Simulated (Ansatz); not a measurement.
Consider the ligand exchange at a Ti–F bond: `[OH][Ti]([F])([F])[F]` + H₂S → `[OH][Ti]([F])([F])[SH]` + H–F.

Gas-phase electronic energies from Ansatz, PBE0-D4/def2-TZVP geometries. CCSD(T)/CBS is the MP2 limit (def2-TZVPP, def2-QZVPP) plus CCSD(T) − MP2 in def2-TZVPP, frozen cores. This one scheme is used for every species. For Ti outer-core shells are correlated without core-valence functions, which leaves a few kJ/mol of doubt a bond. Scalar relativity is left out up to krypton. Each species was taken in one conformer, which may not be the lowest.

| species | CCSD(T)/CBS(def2) energy (Eh) |
| --- | --- |
| `[OH][Ti]([F])([F])[F]` | -1224.33935 |
| H₂S | -398.97279 |
| `[OH][Ti]([F])([F])[SH]` | -1522.89092 |
| H–F | -100.39570 |

Problem. Work out ΔE.

Solution. ΔE = (-1522.89092) + (-100.39570) − (-1224.33935) − (-398.97279) = 0.02552 Eh = +67.0 kJ/mol.

Largest T1 diagnostic among the species: 0.024, so the coupled-cluster value is less sure than usual.

In def2-TZVPP, CCSD(T) changes the Hartree–Fock value by −23.9 kJ/mol (the triples alone add −7.8 kJ/mol) and MP2 by −31.7 kJ/mol. The D4 term adds −7.0 kJ/mol with B3LYP and −3.8 kJ/mol with PBE0; it sums over pairs of atoms, weighted by their polarisabilities, and B3LYP, whose exchange is more repulsive, gets the larger term.

B3LYP here is the variant with VWN-RPA as its local correlation; programs differ in this.
